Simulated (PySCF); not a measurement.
Si(Cl)2(F)(SH) (Cl₂FHSSi), SMILES F[Si](S)(Cl)Cl. Atoms are numbered in the order given.

```xyz
6

F     -0.4713     0.4698     1.7587
Si    -0.0641     0.0625     0.2382
S      1.7747    -0.9966     0.1718
Cl    -1.5063    -1.1921    -0.5006
Cl    -0.0084     1.8242    -0.8215
H      2.4931     0.0954     0.5639
```

Geometry optimised at PBE-D3(BJ)/def2-SVP. The structure was generated by enumeration, and PubChem lists no compound with its InChIKey, so it may never have been made. One conformer was computed; it need not be the lowest.

Computed with PBE-D3(BJ)/def2-SVP (PySCF).

Frequencies are harmonic and unscaled.

Question: Estimate the vibrational spectrum. (An estimate is asked for; the answer gives what the named calculation found.)

Answer: 
| mode | ν (cm⁻¹) | IR (km/mol) | moving atoms (share of kinetic energy) |
|---|---|---|---|
| 1 | 112 | 6.8 | H 36 %, Cl 33 %, F 16 %, S 13 % |
| 2 | 141 | 0.5 | Cl 52 %, S 28 %, F 14 % |
| 3 | 191 | 12.7 | H 57 %, Cl 25 %, S 13 % |
| 4 | 212 | 6.0 | Cl 36 %, Si 25 %, F 19 %, S 19 % |
| 5 | 249 | 13.8 | F 49 %, Cl 32 %, Si 9 % |
| 6 | 258 | 17.5 | F 48 %, Cl 21 %, S 21 %, Si 8 % |
| 7 | 429 | 3.9 | Cl 47 %, S 27 %, F 14 %, Si 10 % |
| 8 | 601 | 163.0 | Si 59 %, Cl 24 %, H 13 % |
| 9 | 606 | 186.8 | Si 64 %, Cl 22 %, S 13 % |
| 10 | 736 | 31.1 | H 77 %, Si 13 % |
| 11 | 897 | 121.0 | F 53 %, Si 45 % |
| 12 | 2607 | 1.0 | H 97 % |
